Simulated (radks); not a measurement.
Q: All-electron atom: the strontium ion Sr29+ in [He] 2s1 2p5 3p1 (not the ground configuration). Method: scalar-relativistic Kohn-Sham, Wu-Cohen GGA, spin-polarised, spherical densities, finite nucleus; open shells are filled with parallel spins first (spin-orbit coupling, left out, can overturn this in heavy ions); Fermi nuclear charge, rms radius 4.224 fm; computed with a radial shooting solver on a logarithmic mesh with Libxc functionals. Some entries of the table are withheld. Estimate them.

orbital  occ.  eigenvalue (eV)  <1/r> (bohr^-1)  <r> (bohr)
1s up       1        -17697.21            39.04     0.03910
1s down     1        -17680.27            39.04     0.03909
2s up       1        -3730.464            9.037      0.1665
2s down     0        -3702.131            9.022      0.1667
2p up       3        -3526.303            8.800      0.1440
2p down     2        -3497.452            8.794      0.1441
3p up       1        -1454.267              (1)      0.3826
3p down     0        -1434.532              (2)      0.3834

A: 
(1) 3p up <1/r> (bohr^-1): 3.644
(2) 3p down <1/r> (bohr^-1): 3.639
